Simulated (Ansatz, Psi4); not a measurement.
The Psi4 input:
```
memory 2 GB

molecule {
0 1
Cl    2.23083293    0.17830076    0.00166627
C     0.50565329    0.04041467    0.00037769
C    -0.27011462    1.18803954    0.01931055
C    -1.64922549    1.07045173    0.01816171
C    -2.24493585   -0.17942795   -0.00167681
C    -1.45823275   -1.31881734   -0.02048276
C    -0.07795243   -1.21585902   -0.01957054
H     0.20129330    2.15822886    0.03470485
H    -2.25874719    1.96145975    0.03286497
H    -3.32098418   -0.26543181   -0.00248054
H    -1.91846938   -2.29532648   -0.03598506
H     0.54159475   -2.09885305   -0.03414996
}

set {
  basis sto-3g
  freeze_core true
  mp2_type conv
  scf_type pk
  puream true
  d_convergence 1e-8
}

energy('ccsd(t)')
print_variables()
```

Problem. Write the same job for Ansatz (a quantum-chemistry and plane-wave program).

Solution. One answer among several that fit: 
Ansatz 0.2 input:
```yaml
crystal:
  periodic: [false, false, false]
  atoms:
    - {symbol: Cl, position_ang: [2.23083293, 0.17830076, 0.00166627]}
    - {symbol: C, position_ang: [0.50565329, 0.04041467, 0.00037769]}
    - {symbol: C, position_ang: [-0.27011462, 1.18803954, 0.01931055]}
    - {symbol: C, position_ang: [-1.64922549, 1.07045173, 0.01816171]}
    - {symbol: C, position_ang: [-2.24493585, -0.17942795, -0.00167681]}
    - {symbol: C, position_ang: [-1.45823275, -1.31881734, -0.02048276]}
    - {symbol: C, position_ang: [-0.07795243, -1.21585902, -0.01957054]}
    - {symbol: H, position_ang: [0.20129330, 2.15822886, 0.03470485]}
    - {symbol: H, position_ang: [-2.25874719, 1.96145975, 0.03286497]}
    - {symbol: H, position_ang: [-3.32098418, -0.26543181, -0.00248054]}
    - {symbol: H, position_ang: [-1.91846938, -2.29532648, -0.03598506]}
    - {symbol: H, position_ang: [0.54159475, -2.09885305, -0.03414996]}
basis:
  gaussian:
    orbitals: STO-3G
magnetization: {spin_polarized: false}
correlation: {method: ccsd_t, electrons: outside_noble_gas}
accuracy: high
```

Both were run: Psi4 gave -682.325099 Eh and Ansatz -682.325099 Eh, 0.000 mEh apart.
